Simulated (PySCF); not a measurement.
A database entry of computed molecular properties. Lists by class give the value and the number of equivalent atoms.

```json
{
 "formula": "C5H10ClNSi2",
 "smiles": "N#C[C@@H]1[C@H](Cl)C[C@@H]1[SiH2][SiH3]",
 "charge": 0,
 "multiplicity": 1,
 "geometry_level": "GFN2-xTB",
 "atoms_angstrom": [
  ["N", 0.362, 1.438, 2.385],
  ["C", -0.075, 1.333, 1.333],
  ["C", -0.599, 1.193, 0.004],
  ["C", -2.125, 0.983, -0.055],
  ["Cl", -3.049, 1.429, 1.401],
  ["C", -1.912, -0.51, -0.299],
  ["C", -0.427, -0.23, -0.594],
  ["Si", 0.879, -1.39, 0.189],
  ["Si", 2.989, -0.474, -0.037],
  ["H", -0.221, 2.023, -0.601],
  ["H", -2.586, 1.507, -0.892],
  ["H", -2.057, -1.097, 0.606],
  ["H", -2.501, -0.947, -1.102],
  ["H", -0.265, -0.145, -1.67],
  ["H", 0.678, -2.658, -0.532],
  ["H", 0.436, -1.636, 1.564],
  ["H", 4.007, -1.368, 0.516],
  ["H", 3.33, -0.268, -1.45],
  ["H", 3.127, 0.828, 0.615]
 ],
 "electronic_structure_code": "PySCF",
 "results": {
  "GFN2-xTB geometry": {
   "point_group": "C1",
   "rotational_constants_GHz": [2.0, 0.552, 0.482]
  },
  "PBE0/pcSseg-1 ground state and GIAO shieldings, non-relativistic": {
   "dipole_D": 4.74,
   "homo_eV": -8.34,
   "lumo_eV": -0.38,
   "shift_vs_computed_TMS_C_by_class_ppm": [
    [122.2, 1],
    [56.2, 1],
    [41.7, 1],
    [36.4, 1],
    [14.9, 1]
   ],
   "shift_vs_computed_TMS_H_by_class_ppm": [
    [4.47, 1],
    [4.23, 1],
    [3.91, 1],
    [3.54, 3],
    [3.37, 1],
    [2.86, 1],
    [2.38, 1],
    [1.73, 1]
   ],
   "shielding_other_nuclei_by_class_ppm": [
    ["N", -52.6, 1],
    ["Si", 414.9, 1],
    ["Si", 468.2, 1],
    ["Cl", 747.3, 1]
   ],
   "charges_hirshfeld_e_by_atom": [-0.21, 0.08, -0.01, 0.02, -0.05, -0.07, -0.1, 0.24, 0.22, 0.07, 0.05, 0.04, 0.05, 0.04, -0.08, -0.07, -0.07, -0.08, -0.07]
  }
 }
}
```

The rotational constants make it an asymmetric top with κ = (2B − A − C)/(A − C) = -0.91, nearer the prolate limit (−1). With B = h/(8π²I), that is 505.379 GHz u Å² over I, the principal moments of inertia are 252.7, 916.0 and 1048.8 u Å² (most abundant isotopes); the inertial defect Ic − Ia − Ib is -119.9 u Å² (zero for a rigid planar frame, negative otherwise). The dipole matches unit charges of opposite sign 0.99 Å apart (1 e·Å = 4.8032 D). A dipole of 4.74 D is allowed in C1, and pure rotational transitions are dipole-allowed.

One conformer (not necessarily the lowest) at the GFN2-xTB geometry, without solvent or vibrations. NMR classes are plain means over equivalent atoms (diastereotopic ones count apart unless rotation or inversion swaps them), as if these changed places fast; in this geometry the members of some classes differ.

For the NMR shielding job (PBE0/pcSseg-1), time: 69 s wall (grids of density and orbitals included); peak memory 1.1 GiB. Hardware: an Arm Neoverse V1 with one thread, shared host.

Shape of the structure used: `[N:1]#[C:2][C@@H:3]1[C@H:4]([Cl:5])[CH2:6][C@@H:7]1[SiH2:8][SiH3:9]`: C6–C7–Si8–Si9 -168°.
